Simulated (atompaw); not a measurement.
**germanium (Ge): PAW (atompaw) pseudisation with PBE, scalar-relativistic reference atom.**

| Item | Value |
| --- | --- |
| Element | Ge |
| Generator | atompaw 4.2.0.5 |
| Type | PAW |
| Functional | PBE |
| Relativity | scalar-relativistic |
| Frozen core | [Ar] |
| Valence charge | 14 |
| Reference configuration | 3d10 4s1.5 4p2.5 |
| Partial waves | 4s (bound): rc 1.65 bohr; 4s channel at -0.2 Ry: rc 1.65 bohr; 4p (bound): rc 0.85 bohr; 4p channel at 4.2 Ry: rc 0.85 bohr; 3d (bound): rc 1.40 bohr; 3d channel at -0.65 Ry: rc 1.40 bohr |
| Local potential | troulliermartins scheme with l = 3 at 0.5 Ry, radius 1.50 bohr |
| Core correction | smooth core density matched at 1.55 bohr |
| Augmentation charge | besselshape compensation charge, radius 1.25 bohr; PAW radius 1.65 bohr; waves and projectors: custom rrkj vanderbiltortho |

Question: Does the generator finish with these settings?

Answer: Yes, a potential is produced.

Question: Estimate the cutoffs (Ry, on a coarse ladder) from which the occupation-weighted sum of valence levels, in a spherical-Bessel basis at the reference potential, stays within 10 and 1 mRy of its value at 400 Ry.

Answer: 90 Ry and 140 Ry.

Question: What does a ghost test show?

Answer: Ghost state, extra bound levels that the all-electron valence spectrum of the same l lacks: p at -116.5 eV. A true bound ghost makes a file unfit for plane-wave use.

Question: Is the overlap operator S = 1 + Σ q|β⟩⟨β| positive definite (Bessel basis up to 400 Ry)?

Answer: Yes: its lowest eigenvalue is 0.10 (p channel).

Question: Which valence shell sets the plane-wave cutoff?

Answer: 4p: its level needs 110 Ry to come within 1 mRy, against 60 Ry for 3d.
